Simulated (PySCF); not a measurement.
A calculated (PBE, PySCF 2.14, def2-SVP, the non-relativistic Hamiltonian (point nucleus)) atom or ion has these occupied shells.

```
shell  electrons  orbital energy (eV)  rms radius, mean of both spins (bohr)
 1s α          1              -5342.4                                 0.0776
 1s β          1              -5342.4                                 0.0776
 2s α          1              -612.09                                  0.337
 2s β          1              -611.11                                  0.337
 2p α          3              -519.07                                  0.305
 2p β          3              -518.32                                  0.305
 3s α          1              -86.785                                   1.03
 3s β          1              -83.904                                   1.03
 3p α          3              -61.522                                   1.11
 3p β          3              -58.674                                   1.11
 3d α          3              -22.827                                   1.45
```

Q: Name the element and its charge.

A: V²⁺ (vanadium, charge +2), in [Ar] 3d3, high-spin 4F determinant.
